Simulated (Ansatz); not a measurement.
Reaction (substitution at a C–S bond): `CS[CH2][ZnH]` + HCl → `Cl[CH2][ZnH]` + CH₃SH

Gas-phase electronic energies from Ansatz, PBE0-D4/def2-TZVP geometries. CBS: MP2 limit from def2 TZ/QZ plus the TZ coupled-cluster correction, frozen cores. This one scheme is used for every species. Functionals use def2-TZVPP. For Zn outer-core shells are correlated without core-valence functions, which leaves a few kJ/mol of doubt a bond. Scalar relativity is left out up to krypton. One conformer a species, not always the lowest.

| level | ΔE (kcal/mol) |
| --- | --- |
| BLYP-D4 | 5.3 |
| BLYP | 3.0 |

Q: What does CCSD(T)/CBS give? (Estimate.)

A: The calculation gave: +6.1 kcal/mol. The listed levels differ from it by -0.8, -3.1 kcal/mol.

Largest T1 diagnostic among the species: 0.014.

Leaving LDA and LC-ωPBE aside and taking each functional with its dispersion term where it has one, the values, not all of them listed here, spread over 1.8 kcal/mol, from B2PLYP to revPBE-D4. LDA lies +2.5 kcal/mol from PBE without D4. The D4 term adds +1.8 kcal/mol with B3LYP and +1.0 kcal/mol with PBE0; it sums over pairs of atoms, weighted by their polarisabilities, and B3LYP, whose exchange is more repulsive, gets the larger term.

B3LYP here is the variant with VWN-RPA as its local correlation; programs differ in this.
